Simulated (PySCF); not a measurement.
H5P2, SMILES P[PH3+], charge +1. Geometry: PBE-D3(BJ)/def2-TZVP. The isomer is the one that the SMILES or the coordinates give; other isomers of the formula were not compared.

All values below come from PBE-D3(BJ)/def2-TZVP in PySCF.

Harmonic wavenumbers (cm⁻¹): 186, 435, 488, 495, 789, 824, 960, 1036, 1055, 1056, 2323, 2338, 2412, 2449, 2459. Rotational constants (GHz): 55.37, 5.614, 5.592; symmetry number 1.

Task: Work out the zero-point energy and the ideal-gas rigid-rotor harmonic-oscillator thermochemistry at 298.15 K and 1 atm.

Result: ZPE = ½ Σ hcν = ½ × 19304 cm⁻¹ = 27.60 kcal/mol. H − E(el) = 30.98 kcal/mol. Entropy in cal/(mol K): translation 38.52, rotation 22.74, vibration 5.22, total 66.48. G − E(el) = 11.16 kcal/mol. Cp = 16.44 cal/(mol K).
